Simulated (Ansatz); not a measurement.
`[NH2][GaH][NH2]` and `[NH2][GaH][SeH]` differ in one atom or group.

Ansatz, PBE0-D4/def2-TZVP geometries, multiplicity 1. Each molecule was computed in one conformer, which needn't be the lowest.

Scalar relativity is left out up to krypton.

```tsv
property	`[NH2][GaH][NH2]`
LUMO energy (PBE0/def2-TZVPP) / eV	0.30
zero-point energy (PBE0-D4/def2-TZVP) / kJ/mol	149.1
HOMO energy (PBE/def2-TZVPP) / eV	-5.33
size of the dipole moment (PBE/def2-TZVPP) / D	0.91
LUMO energy (B3LYP/def2-TZVPP) / eV	0.03
HOMO–LUMO gap (B3LYP/def2-TZVPP) / eV	6.50
```

Give the same properties after the change, and the shifts. (An estimate is asked.)

The calculation gave: 
```
                                      property  `[NH2][GaH][SeH]`  shift
            LUMO energy (PBE0/def2-TZVPP) / eV              -0.54  -0.84
zero-point energy (PBE0-D4/def2-TZVP) / kJ/mol              106.0  -43.1
             HOMO energy (PBE/def2-TZVPP) / eV              -5.73  -0.40
size of the dipole moment (PBE/def2-TZVPP) / D               1.43   0.52
           LUMO energy (B3LYP/def2-TZVPP) / eV              -0.78  -0.81
         HOMO–LUMO gap (B3LYP/def2-TZVPP) / eV               5.90  -0.60
```

With PBE0 the HOMO falls by 0.21 eV and the LUMO falls by 0.84 eV, so the gap narrows by about 0.63 eV. PBE moves the HOMO by -0.40 eV and ωB97M-V by 0.00 eV. The zero-point energy changes by -43.1 kJ/mol with -3 modes. Dipoles are sizes alone; their direction can turn.

B3LYP here is the variant with VWN-RPA as its local correlation; programs differ in this.

Spin–orbit coupling is left out; it splits and shifts lone-pair levels of the heavy atoms by tenths of an eV.
